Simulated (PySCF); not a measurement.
## O²⁺ (oxygen, charge +2) across methods

[He] 2s2 2p2, high-spin 3P determinant. Calculation: PySCF 2.14, in x2c-TZVPPall; scalar relativity by spin-free X2C-1e.

```tsv
method	E (hartree)	mean ε 2s α (eV)	mean ε 2s β (eV)	mean ε 2p α (eV)	Σ⟨r²⟩ (bohr²)	⟨S²⟩
B97-3	-73.3226	-63.454	-57.974	-48.037	5.043	2.002
wB97X	-73.3330	-65.591	-60.325	-50.281	5.041	2.002
PBE0	-73.2667	-63.244	-57.584	-47.893	5.059	2.002
BHandHLYP	-73.3353	-66.469	-59.723	-50.687	5.052	2.002
r2SCAN0	-73.3081	-64.231	-57.721	-48.674	5.040	2.003
r2SCAN	-73.3053	-61.236	-55.716	-46.122	5.047	2.003
PBE	-73.2520	-59.802	-55.427	-45.055	5.076	2.001
LDA	-72.7572	-59.529	-55.255	-44.976	5.100	2.001
```

Estimate the same row for UHF.

E (hartree) = -73.15609; mean ε 2s α (eV) = -72.793; mean ε 2s β (eV) = -62.417; mean ε 2p α (eV) = -55.785; Σ⟨r²⟩ (bohr²) = 5.044; ⟨S²⟩ = 2.005.
